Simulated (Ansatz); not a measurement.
Total energies of C8H8O5Os (`[O+]#[C][Os-5]([C]#[O+])([C]#[O+])([C]#[O+])[O+]1CCCC1`).

```xyz
22

O     0.9081   -2.7119   -2.8182
C     0.4404   -2.4096   -1.8268
Os   -0.3414   -1.8244   -0.1294
C     0.7252   -3.0572    0.8317
O     1.2328   -3.9178    1.4002
C    -2.0774   -2.3108   -0.7061
O    -3.0985   -2.7653   -0.9749
C    -1.0582   -1.1078    1.5304
O    -1.4654   -0.6586    2.4964
O     0.5409    0.3357   -0.7276
C     1.5234    0.9536    0.1108
C     0.7480    1.9259    0.9959
C    -0.5513    2.1886    0.2073
C    -0.3633    1.3896   -1.0754
H     2.0446    0.1640    0.6477
H     2.2355    1.4821   -0.5342
H     0.5283    1.4818    1.9669
H     1.3199    2.8371    1.1726
H    -0.7093    3.2469   -0.0020
H    -1.4187    1.8284    0.7614
H     0.1064    1.9961   -1.8596
H    -1.2701    0.9337   -1.4670
```

Charge 0, multiplicity 1. Correlated methods include outer-core shells of Os, which these sets cover unevenly. Os takes the def2 core potential. The structure was optimised at the PBE0-D4/def2-TZVP level. It is one conformer, not always the lowest. Basis def2-TZVPP, the Gaussian-basis code of Ansatz.

RPA on PBE orbitals: Hartree–Fock energy of these orbitals -771.93080 Eh, correlation -4.54189 Eh (frozen core).

| functional | energy without D4 (Eh) | D4 term (kJ/mol) |
| --- | --- | --- |
| BHLYP | -776.30612 | -93.8 |
| PBE-QIDH | -775.88937 | – |

Give the same for LDA (SPW92), PBE, revPBE, BLYP, r2SCAN, B97M-V, PBE0, B3LYP, r2SCANh, r2SCAN0, HSE06 (plane-wave form), CAM-B3LYP, LC-ωPBE, ωB97X-V, ωB97M-V, B2PLYP. (Best estimate.)

Ansatz gave: 
| functional | energy without D4 (Eh) | D4 term (kJ/mol) |
| --- | --- | --- |
| LDA (SPW92) | -771.27368 | – |
| PBE | -776.15539 | -73.8 |
| revPBE | -776.76469 | -198.7 |
| BLYP | -776.69826 | -154.2 |
| r2SCAN | -776.56991 | -21.0 |
| B97M-V | -776.75486 | – |
| PBE0 | -776.08473 | -64.4 |
| B3LYP | -776.89294 | -117.0 |
| r2SCANh | -776.49275 | -22.4 |
| r2SCAN0 | -776.38154 | -24.6 |
| HSE06 (plane-wave form) | -776.05207 | -60.7 |
| CAM-B3LYP | -776.51015 | -66.5 |
| LC-ωPBE | -776.41140 | – |
| ωB97X-V | -776.60933 | – |
| ωB97M-V | -776.55928 | – |
| B2PLYP | -776.25698 | – |

B3LYP takes the VWN-RPA correlation (the form of Gaussian; ORCA's B3LYP/G). HSE06 is the plane-wave form, built on full-range PBE exchange. The double hybrids freeze the cores in their second-order part.

LC-ωPBE has ω = 0.4 bohr⁻¹.
